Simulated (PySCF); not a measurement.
Static response to an electric field

Species: phosphorus tribromide, PBr3.
Geometry (PBE0-D3(BJ)/def2-SVP, Å), atoms numbered from 1 in this order:
```xyz
4
PBr3 angstrom
Br     1.505    0.726   -1.127
P      0.418   -0.204    0.588
Br    -1.202    1.297    0.946
Br    -0.708   -1.837   -0.441
```

Level: CAM-B3LYP/def2-SVPD (PySCF), static field, nuclei fixed, core orbitals frozen in the response. The polarisability tensor in these axes (au):

```
x    94.90   4.83 -14.69
y     4.83 102.90   7.11
z   -14.69   7.11  84.03
```

Give the principal values, the mean and the anisotropy Δα = √{½[(α1 − α2)² + (α2 − α3)² + (α1 − α3)²]}.

Principal values 71.44, 105.08 and 105.31 au; mean 93.94 au = 13.92 Å³ = 15.49 × 10⁻⁴⁰ C²·m²/J; Δα = 33.75 au (36 % of the mean).

What is the dipole moment, and where does it point?

(0.25, -0.12, 0.34) D, 0.44 D in size, pointing from the negative to the positive side. Measured along this direction, the outermost atoms are Br3, Br4 and Br1 at the negative end and P2 at the positive end.

How large is μ²/3kT at 273 K beside α?

In Gaussian units μ²/3kT = 1.68 Å³ against 13.92 Å³, a ratio of 0.12; the Debye molar polarisation (4π/3)N_A(α + μ²/3kT) is 39.4 cm³/mol, leaving out the vibrational part.

Traceless (Buckingham) quadrupole moment about the centre of nuclear charge: eigenvalues?

-0.17, 0.07, 0.10 D·Å. The values depend on the origin, since the dipole doesn't vanish. The electronic extent ⟨r²⟩ about the same centre is 1693 bohr², a root-mean-square distance of 1.99 Å for the 120 electrons.

Rayleigh depolarisation ratio (linearly polarised light, static tensor)?

ρ = 3Δα²/(45ᾱ² + 4Δα²) = 3416.5/(397133 + 4555.3) = 0.00851.

Geometry: PBE0-D3(BJ)/def2-SVP; no solvent, vibrations or thermal averaging. The calculation is non-relativistic, for bromine too.
